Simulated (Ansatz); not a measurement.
Computed with Ansatz on PBE0-D4/def2-TZVP structures; ΔE is electronic, products minus reactants. CCSD(T)/CBS adds triple-zeta CCSD(T) − MP2 to the extrapolated MP2 energy (def2 sets, frozen cores). DFT in def2-TZVPP. B3LYP here is the variant with VWN-RPA as its local correlation; programs differ in this. One conformer a species, not always the lowest.

Consider the redistribution: `C[SiH2]O[SiH2]Cl` + `BCBN` → `NBC[SiH2]Cl` + `BO[SiH2]C`.

| level | ΔE (kJ/mol) |
| --- | --- |
| PBE-D4 | -24.8 |
| r2SCAN-D4 | -17.5 |
| PBE | -24.9 |
| B3LYP | -19.0 |
| CCSD(T)/def2-TZVPP | -19.2 |
| MP2/def2-QZVPP | -16.7 |
| MP2/CBS(def2) | -16.4 |
| CCSD/CBS(def2) | -15.5 |

Task: What does CCSD(T)/CBS give? (Estimate.)

Result: The calculation gave: -17.4 kJ/mol. The listed levels differ from it by -7.4, -0.1, -7.5, -1.6, -1.8, 0.7, 1.0, 1.9 kJ/mol.

Largest T1 diagnostic among the species: 0.012.

From PBE to PBE0 (25 % exact exchange), in def2-TZVPP and without D4, ΔE moves by +3.0 kJ/mol. In def2-TZVPP, CCSD(T) changes the Hartree–Fock value by −8.8 kJ/mol (the triples alone add −1.9 kJ/mol) and MP2 by −7.8 kJ/mol.

CCSD(T)/CBS has its own doubt, a few kJ/mol and more with outer-core shells, so smaller differences from it don't rank the levels.
